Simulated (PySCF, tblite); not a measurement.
Isomers of C5H10OSi3. Computed values, GFN2-xTB/tblite, gas phase, harmonic and unscaled. Errors from tens to a few hundred cm⁻¹ against measured bands are possible. Modes of hydrogen on silicon can be 10 to 20 % off. One conformer each.

Electronic energies: PBE0/pcSseg-1 single points on the GFN2-xTB geometries (PySCF, gas phase).

```
                         SMILES  electronic energy, lowest = 0 (kJ/mol)
  C#C[Si@@H](O[SiH3])[SiH2]C#CC                                   148.5
C#C[Si@@H]1C=C(C[SiH3])[SiH2]O1                                    23.0
  CC#C[Si@@H]1C=C[SiH2]O[SiH2]1                                     0.0
```

**Question.** How do GFN2-xTB zero-point energies change the relative energies?

**Answer.** 
```csv
SMILES,ZPE (kJ/mol),of it from modes above 1550 cm⁻¹,electronic (kJ/mol),"with ZPE, lowest = 0 (kJ/mol)",lowest mode (cm⁻¹),rings
CC#C[Si@@H]1C=C[SiH2]O[SiH2]1,324.8,178.5,0.0,0.0,18,1
C#C[Si@@H]1C=C(C[SiH3])[SiH2]O1,318.8,177.7,23.0,16.9,35,1
C#C[Si@@H](O[SiH3])[SiH2]C#CC,309.0,180.3,148.5,132.8,9i,0
```

The zero-point energies span 15.8 kJ/mol, from `C#C[Si@@H](O[SiH3])[SiH2]C#CC` to `CC#C[Si@@H]1C=C[SiH2]O[SiH2]1`. Slightly imaginary modes are left out of the zero-point energy: `C#C[Si@@H](O[SiH3])[SiH2]C#CC` 9.4i cm⁻¹. The order is unchanged.

**Question.** And how do the electronic energies of GFN2-xTB itself compare?

**Answer.** `CC#C[Si@@H]1C=C[SiH2]O[SiH2]1` 0.0; `C#C[Si@@H]1C=C(C[SiH3])[SiH2]O1` 22.9; `C#C[Si@@H](O[SiH3])[SiH2]C#CC` 87.5 kJ/mol, lowest = 0. Against the energies above, taken from the same isomer `CC#C[Si@@H]1C=C[SiH2]O[SiH2]1`, the largest difference is 61.0 kJ/mol.
